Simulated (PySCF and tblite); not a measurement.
Results of a calculation; reference values are marked as such.
System: C7H5N2 (charge -1), numbered as in [CH:1]#[C:2]/[CH:3]=[CH:4]\[c:5]1[cH:6][n:7][cH:8][n-:9]1.

For the rotation about the C5–C4 bond (torsion C6–C5–C4–C3 from 0° to 180°, rising): electronic barrier 15.70 kcal/mol, zero-point change -0.51 kcal/mol, thermal and entropy terms at 400 K a further 0.63 kcal/mol (symmetry numbers apart). The minimum is Cs, the saddle C1. Geometries: GFN2-xTB; energies: PBE0/pcSseg-1 + D3(BJ); zero-point and thermal terms from GFN2-xTB harmonic modes (soft modes blended into free rotors). Rate constants are transition-state-theory values, counting equivalent paths, without tunnelling. Programs: tblite and PySCF.

Question: How many equivalent paths lead out of the minimum?

Answer: 2: the symmetry number of the minimum is 1, that of the saddle displaced along its mode 1, and the displaced saddle is chiral while the minimum is not, which doubles the count.

Question: Work out the rate at 400 K.

Answer: ΔG‡ = 15.82 kcal/mol; k_B T/h = 8.3×10¹² s⁻¹; exp(−ΔG‡/RT) = 2.3×10⁻⁹; times 2 gives k = 3.8×10⁴ s⁻¹. Wigner's tunnelling factor for the 122i cm⁻¹ mode would be 1.01.

The ion is treated without a counter-ion.
